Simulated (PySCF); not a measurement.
Input for PySCF:
```python
from pyscf import gto, scf, dft

mol = gto.M(
    atom='''
C     1.176497   -0.412106    0.001945
C    -0.001587    0.549400   -0.003306
O    -1.195083   -0.206436    0.001787
H    -1.949671    0.390496   -0.001462
H     0.042327    1.198615    0.883798
H     0.041515    1.187890   -0.898201
H     2.111048    0.141815   -0.001815
H     1.133391   -1.040240    0.887262
H     1.132588   -1.050851   -0.875708
''',
    basis='3-21g',
    charge=0,
    spin=0,
    verbose=4,
)

mf = dft.RKS(mol)
mf.xc = 'tpss'
mf = mf.density_fit(auxbasis='def2-universal-jkfit')
mf.kernel()
```

### Question
What total energy does PySCF with DF-TPSS/3-21G give?

### Answer
-154.1963 Eh

### Question
Predict the nuclear repulsion energy from DF-TPSS/3-21G.

### Answer
81.9669 Eh

### Question
Predict the Mulliken (on the basis functions themselves) charges in atom order from DF-TPSS/3-21G.

### Answer
C1 -0.59, C2 -0.15, O3 -0.56, H4 0.34, H5 0.17, H6 0.17, H7 0.19, H8 0.21, H9 0.21

### Question
What number of basis functions does DF-TPSS/3-21G give?

### Answer
39

### Question
What dipole moment does DF-TPSS/3-21G give?

### Answer
1.58 D

### Question
Predict the HOMO-LUMO gap from DF-TPSS/3-21G.

### Answer
7.59 eV
